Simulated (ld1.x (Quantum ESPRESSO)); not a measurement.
## LDA (PZ) PAW dataset for carbon (C), non-relativistic all-electron reference.

- Element: C (Z = 6)
- Generator: ld1.x (Quantum ESPRESSO) 7.5
- Type: PAW
- Functional: LDA (PZ)
- Relativity: non-relativistic
- Frozen core: [He]
- Valence charge: 4
- Reference configuration: 2s2 2p2
- Partial waves: 2s (bound): rcut 0.90, rcutus 1.25 bohr; 2s channel at -0.1 Ry: rcut 0.90, rcutus 1.25 bohr; 2p (bound): rcut 1.25, rcutus 1.70 bohr; 2p channel at 0.05 Ry: rcut 1.25, rcutus 1.70 bohr
- Local potential: all-electron potential smoothed inside 1.30 bohr (lloc = -1)
- Core correction: Bessel-smoothed model core, default radius (core density twice the valence density)
- Augmentation charge: BESSEL, radius 0.85 bohr

All-electron outer shells of the reference configuration (LDA (PZ), non-relativistic, ld1.x):

| shell | level (eV) | outermost node (bohr) | outermost maximum (bohr) |
| --- | --- | --- | --- |
| 2s | -13.63 | 0.38 | 1.22 |
| 2p | -5.42 | – | 1.19 |

Question: Estimate the cutoffs (Ry, on a coarse ladder) from which the occupation-weighted sum of valence levels, in a spherical-Bessel basis at the reference potential, stays within 10 and 1 mRy of its value at 400 Ry.

Answer: 21 Ry and 30 Ry.

Question: What does a ghost test show?

Answer: No extra level below or beside the all-electron valence levels (s, p, d, f tested).

Question: Is the overlap operator S = 1 + Σ q|β⟩⟨β| positive definite (Bessel basis up to 400 Ry)?

Answer: Yes: its lowest eigenvalue is 0.54 (s channel).

Question: Which valence shell sets the plane-wave cutoff?

Answer: 2p: its level needs 25 Ry to come within 1 mRy, against 10 Ry for 2s.

Its largest configuration-test error is -0.9 meV (2s2 2p1). Test run stopped at test 2 of 9 (negative rho).
